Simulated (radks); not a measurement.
The numbers below are computed, except where a source is named.
Q: Radial electron density D(r) = 4 pi r^2 rho(r) of an atom or ion with 57 electrons. Level of theory: Dirac Kohn-Sham, LDA (Slater exchange, Perdew-Wang correlation), spin-unpolarised, spherical densities, finite nucleus; Fermi nuclear charge, rms radius of each element as measured or else 0.836 A^(1/3) + 0.57 fm (a radial shooting solver on a logarithmic mesh with Libxc functionals).

| r (bohr) | D(r) (e/bohr) |
|---|---|
| 0.001452 | 7.611 |
| 0.00169 | 9.661 |
| 0.001967 | 12.20 |
| 0.002309 | 15.50 |
| 0.002688 | 19.32 |
| 0.003129 | 23.89 |
| 0.003642 | 29.28 |
| 0.00424 | 35.49 |
| 0.004976 | 42.87 |
| 0.005793 | 50.55 |
| 0.006744 | 58.61 |
| 0.007851 | 66.66 |
| 0.009213 | 74.55 |
| 0.01073 | 80.82 |
| 0.01249 | 85.25 |
| 0.01454 | 87.33 |
| 0.01692 | 86.91 |
| 0.01986 | 84.18 |
| 0.02312 | 80.55 |
| 0.02691 | 77.62 |
| 0.03133 | 77.32 |
| 0.03677 | 81.44 |
| 0.0428 | 89.65 |
| 0.04983 | 100.1 |
| 0.05801 | 109.2 |
| 0.06753 | 113.0 |
| 0.07925 | 108.7 |
| 0.09226 | 98.86 |
| 0.1074 | 88.90 |
| 0.125 | 85.11 |
| 0.1467 | 89.98 |
| 0.1708 | 97.71 |
| 0.1989 | 98.97 |
| 0.2315 | 87.80 |
| 0.2695 | 67.59 |
| 0.3163 | 48.49 |
| 0.3682 | 41.66 |
| 0.4286 | 44.84 |
| 0.499 | 49.12 |
| 0.5856 | 46.44 |
| 0.6817 | 36.85 |
| 0.7936 | 25.46 |
| 0.9239 | 16.59 |
| 1.076 | 11.09 |
| 1.262 | 7.453 |
| 1.469 | 4.770 |
| 1.711 | 2.596 |
| 1.991 | 1.113 |
| 2.337 | 0.3087 |
| 2.721 | 0.06823 |
| 3.167 | 0.1323 |
| 3.687 | 0.3011 |
| 4.293 | 0.3704 |
| 5.037 | 0.2649 |
| 5.864 | 0.1161 |
| 6.827 | 0.03035 |
| 7.948 | 0.004533 |
| 9.327 | 0.0003139 |

What is the nuclear charge?

A: Z = 64. The innermost maximum, from 1s, lies near gamma/Z bohr with gamma = sqrt(1 - (Z/c)^2) = 0.884, here 0.0138 bohr (found: 0.0153), and its height grows with Z. The density is that of the gadolinium ion Gd7+ in [Kr] 4d10 4f6 5s2 5p2 6f1; the configuration itself is not fixed sharply by these data, and Z only to a few units. D(r) has 5 maxima, at r = 0.0153, 0.0675, 0.188, 0.515, 4.22 bohr, and minima at 0.0294, 0.124, 0.371, 2.81 bohr, inside which lie 2.01, 11.20, 29.33, 56.16 electrons.
